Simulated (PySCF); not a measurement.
# Excitation energy of Si⁺ by level of theory

Si⁺ [Ne] 3s2 3p1 (2P) → Si⁺ [Ne] 3s1 3p2, s spin flipped, as a difference of total energies. Computed with PySCF 2.14 in x2c-TZVPPall (5s5p3d1f, 42 functions), with scalar relativity by spin-free X2C-1e. Correlated levels: valence and next inner shell: 1s2 frozen. The calculations carry no spin-orbit coupling.

| method | excitation energy (eV) |
| --- | --- |
| UHF | 8.740 |
| MP2 (valence and next inner shell) | 8.090 |
| SCS-MP2 (valence and next inner shell) | 8.045 |

Question: How much does correlation contribute at MP2 (valence and next inner shell)?

Answer: 8.090 − (8.740) = -0.650 eV, measured against UHF.

The upper determinant mixes two multiplicities, so it lies between the two terms.

The coupled-cluster amplitudes are large for the upper state (T1 above 0.03 or a double amplitude above 0.15), so a single reference is strained.
